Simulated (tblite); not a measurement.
Compound: C₇H₁₀O₂Si.
Bonds: O1–C2, C2–C3, C3–C4 (aromatic), C4–C5 (aromatic), C5–C6 (aromatic), C6–Si7, Si7–O8, C6–C9 (aromatic), C9–C10 (aromatic), C3–C10 (aromatic). Hydrogens: H11 on O1; H12, H13 on C2; H14 on C4; H15 on C5; H16, H17 on Si7; H18 on O8; H19 on C9; H20 on C10.

Structure optimised with GFN2-xTB, isolated species.

(1) What internal coordinates does the optimisation give?

Answers

(1) 
```
           bond  length (Å)
          O1–C2       1.415
          C2–C3       1.507
  C3–C4, C3–C10       1.389
  C4–C5, C9–C10       1.382
   C5–C6, C6–C9       1.392
         C6–Si7       1.893
         Si7–O8       1.628
         O1–H11       0.964
 C2–H12, C2–H13       1.097
C4–H14, C10–H20       1.081
 C5–H15, C9–H19       1.081
        Si7–H16       1.456
        Si7–H17       1.465
         O8–H18       0.954
```

Bonds in one row agree within 0.01 Å and their mean is given. A selection of angles:
```
     angle  degrees
  O1–C2–C3    112.1
  C2–C3–C4    120.9
 C2–C3–C10    120.3
 C4–C3–C10    118.8
  C3–C4–C5    120.4
  C4–C5–C6    121.4
 C5–C6–Si7    120.4
  C5–C6–C9    117.6
 Si7–C6–C9    122.1
 C6–Si7–O8    111.3
 H11–O1–C2    108.5
H18–O8–Si7    122.3
```

Dihedral angles: O1–C2–C3–C4 102° (anticlinal); C5–C6–Si7–O8 64° (synclinal); H11–O1–C2–C3 -55° (synclinal); H18–O8–Si7–C6 55° (synclinal). The mirror-image conformer, all signs reversed, is as good.

Si7 (oxygen-bound silicon) is distorted tetrahedral (angles from 101.0° to 113.9°). O8 (silanol oxygen) is bent (angle 122.3°). The C–C distances run from 1.382 Å (C9–C10, aromatic) to 1.507 Å (C2–C3, drawn single), a spread of 0.125 Å. Of the pairs four or more bonds apart, H13···H14 is among the closest relative to their van der Waals radii: 2.40 Å, 100 % of the sum of Bondi's values. The 6-membered ring C3–C4–C5–C6–C9–C10 has internal angles of 117.6° to 121.4°; it is planar, 0.00 Å rms from its mean plane, widest ring torsion 1°.

Point group: C1 (no symmetry element, even within 0.4 Å). GFN2-xTB frequencies show an imaginary mode (30i cm⁻¹), so the point is no minimum at that level. Torsions: H–O1–C2–C3 -55°, O1–C2–C3–C4 102°, C5–C6–Si7–O8 64°, C6–Si7–O8–H 55°. 2 starts were optimised and ended at 0.00 and 1.25 kcal/mol (GFN2-xTB); the lowest of these is shown.

On one thread of an Arm Neoverse V1, no GPU, on a shared host, this took 0.59 s. This is the geometry optimisation.

These are computed values.
